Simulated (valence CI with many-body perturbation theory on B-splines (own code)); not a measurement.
The numbers below are computed, except where a source is named.
**A CI+MBPT run for Mo²⁹⁺**

Level of theory: relativistic CI+MBPT: three valence electrons over a frozen Dirac-Fock core [Ne], a basis of 6 s, 6 p, 5 d, 3 f, 1 g functions for each j, with the one-electron correlation potential Σ1 (screened to all orders), the two-electron term Σ2, the three-electron term Σ3; selected single and double excitations, second order for the rest, scaled by the run's own slope (own B-spline code, finite nucleus).

Command, and the settings that its task file holds:

```sh
python run_cv.py task.json out
```

```
atom Mo  Z=42  mass_number=98  rms_radius_fm=4.4091
core [Ne]
valence 3s2 3p1
avg = 1
basis = S
breit = 0
cap = 10000
capref = 1200
cscale = 1
de = 0.0
dress = 0
eps = 2e-08
extrap = 1
h = 0.27
hh = 1
l2 = 3
lcore = 6
maxit = 60
n2 = 5
natural = 1
nlev = 21
nno = [3, 3, 3, 2, 1]
nroot = 26
nsp = [3, 3, 2, 1, 0]
pt2 = 1
qed = 0
rpa = 1
s1 = 1
s2 = 1
s3 = 1
screen = 1
tol = 2e-05
whole = 1
```

It took 9.4 s on 1 thread of Arm Neoverse V1 (shared host).

Log. The first blocks belong to the next ion, which gives the ionisation energy. Fields: 2J, parity (1 odd), roots, reference size, generating configurations, candidates as configurations/state functions, variational space P, stored matrix elements, Davidson steps; e2 is the range of second-order energies in hartree. The first line gives the box (bohr), its intervals, the orbitals and the steps of their self-consistent field. Window is the range of levels sought, series limit the energy at which the first omitted orbital would enter, core excitation an estimate of the first excitation out of the core, left out the lowest levels not solved, and shifts from estimates the range by which levels moved from their first estimate, all in cm⁻¹.

```
rmax 2.8 intervals 57 orbitals 36 references ['3s2 3p', '3s 3p2', '3s2 3d', '3p3', '3s 3p 3d'] scf 3 t 0.7
2J=0 par=0 roots 2 ref 15 generators 4 cand 92/92 P 107/107 nnz 0 it 0
   second order: generators 7 cand 0/0 e2 -0.00000 -0.00000
reference levels 467, estimated 47, window 1676910 1/cm; series limit 8815918, core excitation 19285150
2J=1 par=1 roots 4 ref 37 generators 9 cand 36/58 P 1031/1529 nnz 0 it 3
2J=1 par=1 roots 4 ref 37 generators 10 cand 83/135 P 1114/1664 nnz 0 it 4
   second order: generators 16 cand 460/689 e2 -0.00000 -0.00000
2J=3 par=1 roots 6 ref 60 generators 13 cand 54/131 P 1202/2470 nnz 0 it 4
2J=3 par=1 roots 6 ref 60 generators 14 cand 88/219 P 1290/2689 nnz 1.2e+06 it 4
   second order: generators 18 cand 756/1690 e2 -0.00000 -0.00000
2J=1 par=0 roots 4 ref 47 generators 10 cand 126/192 P 993/1471 nnz 0 it 4
2J=1 par=0 roots 4 ref 47 generators 10 cand 79/130 P 1072/1601 nnz 0 it 4
   second order: generators 17 cand 637/969 e2 -0.00000 -0.00000
2J=3 par=0 roots 5 ref 73 generators 11 cand 65/141 P 1112/2249 nnz 0 it 3
2J=3 par=0 roots 5 ref 73 generators 12 cand 159/362 P 1271/2611 nnz 1.1e+06 it 4
   second order: generators 19 cand 755/1765 e2 -0.00000 -0.00000
2J=5 par=0 roots 4 ref 71 generators 12 cand 55/147 P 1133/2421 nnz 0 it 4
2J=5 par=0 roots 4 ref 71 generators 13 cand 133/347 P 1266/2768 nnz 1.3e+06 it 4
   second order: generators 18 cand 800/2234 e2 -0.00001 -0.00000
2J=5 par=1 roots 5 ref 55 generators 9 cand 64/178 P 1187/2666 nnz 1.2e+06 it 4
2J=5 par=1 roots 5 ref 55 generators 12 cand 73/212 P 1260/2878 nnz 1.4e+06 it 4
   second order: generators 16 cand 811/2096 e2 -0.00000 -0.00000
2J=7 par=1 roots 2 ref 36 generators 3 cand 52/139 P 972/2074 nnz 0 it 3
2J=7 par=1 roots 2 ref 36 generators 7 cand 85/243 P 1057/2317 nnz 0 it 3
   second order: generators 7 cand 143/339 e2 -0.00000 -0.00000
2J=9 par=1 roots 1 ref 14 generators 1 cand 154/348 P 627/1243 nnz 0 it 0
2J=9 par=1 roots 1 ref 14 generators 2 cand 97/205 P 724/1448 nnz 0 it 4
   second order: generators 6 cand 436/1084 e2 -0.00000 -0.00000
left out: unestimated 2438706, estimated 1789797, shifts from estimates -1 to 0
operators 0.5
```

The Davidson iterations converged.

The last digits are not significant, and no measured levels were compared; by estimate large intervals hold to a few tenths of a per cent, small ones and those within an open d or f shell to about a per cent.

| Quantity | Value |
| --- | --- |
| Valence energy | -188.3131 hartree |
| Ionisation energy | 1602.6 eV (NIST: 1587 ± 8 eV (semi-empirical)) |
| Reference configurations for the orbitals | 3s2 3p, 3s 3p2, 3s2 3d, 3p3, 3s 3p 3d |
| Radial orbitals | 36 |
| Box radius | 2.81 bohr |
| Largest variational space | 2878 |
| Lowest levels | (3s^2 3p1/2) J=1/2 0.00, (3s^2 3p3/2) J=3/2 25.70, (3s 3p1/2^2) J=1/2 67.06, (3s 3p1/2 3p3/2) J=3/2 [a] 83.33, (3s 3p1/2 3p3/2) J=5/2 90.36, (3s 3p1/2 3p3/2) J=3/2 [b] 101.84, (3s 3p1/2 3p3/2) J=1/2 110.97, (3s 3p3/2^2) J=5/2 114.24, (3s^2 3d3/2) J=3/2 134.76, (3s 3p3/2^2) J=1/2 136.79, (3s 3p3/2^2) J=3/2 143.58, (3s^2 3d5/2) J=5/2 145.08, (3p1/2^2 3p3/2) J=3/2 174.58, (3s 3p1/2 3d3/2) J=3/2 [a] 186.84 eV |

Levels are named by their leading jj configuration (3d3/2^4 stands for four electrons in 3d with j = 3/2), which in mixed levels can hold well under half, so a name can repeat and another be missing. Letters in brackets count levels of one name in rising energy.
